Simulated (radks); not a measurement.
Charge is removed step by step from the 2p down level of neutral dysprosium, starting from [He] 2s2 2p(up 3, down 3) 3s2 3p6 3d10 4s2 4p6 4d10 4f10 5s2 5p6 6s2. All-electron calculation, scalar-relativistic Kohn-Sham, LDA (Slater exchange, Perdew-Wang correlation), spin-polarised, spherical densities, point nucleus; open shells are filled with parallel spins first (spin-orbit coupling, left out, can overturn this in heavy ions). Program: a radial shooting solver on a logarithmic mesh with Libxc functionals.

| removed (e) | E - E(0) (eV) | eigenvalue (eV) | E minus straight line (eV) |
|---|---|---|---|
| 0 | 0.000 | -7925.4 | 0.000 |
| 0.25 | 1984.2 | -7972.0 | -17.575 |
| 0.5 | 3980.0 | -8018.8 | -23.476 |
| 0.75 | 5987.6 | -8065.9 | -17.636 |
| 1 | 8007.0 | -8113.2 | 0.000 |

Removing the whole electron costs 8007.0 eV by Delta-SCF, against 7925.4 eV from minus the eigenvalue at the starting occupation. Slater's transition state (half an electron removed) gives 8018.8 eV. Integrating minus the eigenvalue over the occupation (Janak's theorem) gives 8019.0 eV. In this scalar-relativistic scheme the density is built from large components alone, so the theorem holds only approximately. The mean slope of the eigenvalue, de/dn, is 188 eV per electron.
